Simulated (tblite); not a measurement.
Compound: C7H8O.
Bonds: C1–C2 (double), C2–C3, C3–C4 (triple), C4–C5, C5–C6 (double), C5–O7, O7–C8. Hydrogens: H9, H10 on C1; H11 on C2; H12, H13 on C6; H14, H15, H16 on C8.

Computed with GFN2-xTB (tblite), gas phase: L-BFGS steps from a force-field or distance-geometry start until the largest atomic force falls under 0.01 eV/Å.

Step 7: E = -626.0220 eV
```
atom  x, y, z in Å  |  force x, y, z in eV/Å
C1      3.0375   -1.8343    1.6948    0.005   0.005   0.131
C2      2.5866   -1.5816    0.4709   -0.009   0.002  -0.111
C3      1.4087   -0.8607    0.1977    0.008  -0.009   0.054
C4      0.3949   -0.2417   -0.0234   -0.027   0.024   0.013
C5     -0.8023    0.4915   -0.2400   -0.049   0.013  -0.007
C6     -1.5140    0.9452    0.7974    0.017  -0.004  -0.014
O7     -1.1027    0.6510   -1.5619    0.025  -0.016  -0.059
C8     -2.2707    1.3602   -1.8879   -0.007  -0.002  -0.001
H9      3.9455   -2.3886    1.8682   -0.046   0.022  -0.062
H10     2.5105   -1.4916    2.5684   -0.028   0.019   0.042
H11     3.1293   -1.9348   -0.3957    0.002   0.000  -0.088
H12    -1.1760    0.7554    1.7976    0.017  -0.010   0.037
H13    -2.4253    1.5030    0.6896   -0.004   0.003  -0.010
H14    -2.3302    1.3700   -2.9752    0.058  -0.034  -0.005
H15    -2.2335    2.3915   -1.5244    0.037   0.030   0.040
H16    -3.1660    0.8744   -1.4875    0.000  -0.044   0.039
```

Step 8: E = -626.0230 eV
```
atom  x, y, z in Å  |  force x, y, z in eV/Å
C1      3.0361   -1.8336    1.6958   -0.030   0.025   0.004
C2      2.5849   -1.5807    0.4696    0.035  -0.021   0.006
C3      1.4077   -0.8602    0.1967   -0.017   0.006   0.052
C4      0.3938   -0.2413   -0.0254    0.007   0.005   0.036
C5     -0.8028    0.4919   -0.2407   -0.033   0.004  -0.005
C6     -1.5139    0.9454    0.7972    0.010  -0.002  -0.006
O7     -1.1014    0.6504   -1.5627   -0.004  -0.001  -0.030
C8     -2.2698    1.3595   -1.8866   -0.005   0.006  -0.005
H9      3.9443   -2.3880    1.8670   -0.040   0.019  -0.055
H10     2.5102   -1.4911    2.5702   -0.029   0.018   0.030
H11     3.1268   -1.9331   -0.3979    0.009  -0.005  -0.074
H12    -1.1748    0.7546    1.7975    0.004  -0.002   0.014
H13    -2.4256    1.5031    0.6885    0.008  -0.003   0.002
H14    -2.3251    1.3667   -2.9740    0.025  -0.012  -0.007
H15    -2.2326    2.3914   -1.5216    0.038   0.002   0.018
H16    -3.1657    0.8739   -1.4851    0.022  -0.038   0.021
```

Step 9: E = -626.0236 eV
```
atom  x, y, z in Å  |  force x, y, z in eV/Å
C1      3.0348   -1.8327    1.6965   -0.035   0.026  -0.046
C2      2.5847   -1.5807    0.4689    0.031  -0.016   0.035
C3      1.4070   -0.8599    0.1975   -0.024   0.011   0.040
C4      0.3933   -0.2410   -0.0256    0.018  -0.004   0.040
C5     -0.8037    0.4921   -0.2410    0.021  -0.025  -0.038
C6     -1.5135    0.9454    0.7969   -0.025   0.018   0.036
O7     -1.1007    0.6500   -1.5638   -0.017   0.006   0.014
C8     -2.2695    1.3593   -1.8861    0.002   0.005  -0.007
H9      3.9429   -2.3874    1.8652   -0.033   0.016  -0.039
H10     2.5094   -1.4904    2.5719   -0.022   0.013   0.005
H11     3.1258   -1.9323   -0.4006   -0.002   0.001  -0.036
H12    -1.1740    0.7542    1.7980   -0.006   0.004  -0.016
H13    -2.4257    1.5032    0.6879    0.021  -0.010   0.011
H14    -2.3219    1.3647   -2.9737    0.002   0.002  -0.004
H15    -2.2313    2.3916   -1.5198    0.032  -0.021   0.002
H16    -3.1652    0.8728   -1.4835    0.037  -0.025   0.006
```

Task: Estimate the geometry and energy of step 10. (The exact step hangs on the optimiser's Hessian estimate; all steps are aligned on step 9, rigid shifts and turns removed.)

Result: E = -626.0240 eV, largest force 0.087 eV/Å
```
atom  x, y, z in Å  |  force x, y, z in eV/Å
C1      3.0336   -1.8317    1.6969   -0.034   0.023  -0.077
C2      2.5850   -1.5809    0.4682    0.011  -0.003   0.049
C3      1.4065   -0.8598    0.1991   -0.015   0.006   0.023
C4      0.3931   -0.2406   -0.0248    0.017  -0.007   0.031
C5     -0.8040    0.4918   -0.2419    0.008  -0.009   0.020
C6     -1.5135    0.9456    0.7973    0.007  -0.005  -0.013
O7     -1.1005    0.6498   -1.5645   -0.011   0.002   0.023
C8     -2.2694    1.3593   -1.8861    0.010  -0.001  -0.002
H9      3.9415   -2.3867    1.8632   -0.018   0.008  -0.021
H10     2.5084   -1.4897    2.5730   -0.016   0.009  -0.014
H11     3.1254   -1.9319   -0.4030   -0.013   0.008  -0.003
H12    -1.1737    0.7540    1.7981   -0.006   0.005  -0.019
H13    -2.4255    1.5031    0.6879    0.009  -0.003   0.014
H14    -2.3202    1.3638   -2.9737   -0.011   0.010  -0.002
H15    -2.2299    2.3914   -1.5188    0.024  -0.029  -0.006
H16    -3.1642    0.8715   -1.4824    0.039  -0.014  -0.003
```

The energy changes by -0.0004 eV. The first-order estimate −F·Δx gives -0.0006 eV and the mean of the old and new forces, exact on a quadratic surface, -0.0004 eV. The step makes an angle of 53° with the force vector and moves no atom by more than 0.003 Å.

The cost below is that of the whole relaxation. On one thread of an Arm Neoverse N1, no GPU (shared host), this took 0.38 s.
